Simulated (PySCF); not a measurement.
C₄H₄, SMILES C=C=C=C.

The structure is a stationary point at B3LYP-D3(BJ)/def2-SVP.

Two levels are set side by side: TDDFT-PBE/def2-SVPD (PySCF) and TDDFT-CAM-B3LYP/def2-SVPD (PySCF). Vertical, same geometry. The lowest singlet is HOMO−1→LUMO 100 % with PBE and HOMO−1→LUMO 99 % with the other functional; states are paired by order. Differences are taken from unrounded values.

```tsv
quantity	TDDFT-CAM-B3LYP
lowest singlet excitation (eV)	3.99
lowest triplet excitation (TDA) (eV)	2.70
first bright state (f over 0.05) (eV)	5.45
its oscillator strength	0.45
```

Question: What does TDDFT-PBE give, and how far is it from TDDFT-CAM-B3LYP? (An estimate is asked for; the answer gives what the named calculation found.)

Answer: 
| quantity | TDDFT-PBE | TDDFT-PBE minus TDDFT-CAM-B3LYP |
|---|---|---|
| lowest singlet excitation (eV) | 3.86 | -0.13 |
| lowest triplet excitation (TDA) (eV) | 2.77 | 0.07 |
| first bright state (f over 0.05) (eV) | 5.22 | -0.22 |
| its oscillator strength | 0.30 | -0.15 |

Functionals without exact exchange tend to place singlet excitations lower, as here. Differences between two approximate levels are no errors against the true value.

Rough cost on one machine, each run with all the roots and properties that it gave: TDDFT-CAM-B3LYP against TDDFT-PBE about 4 times.
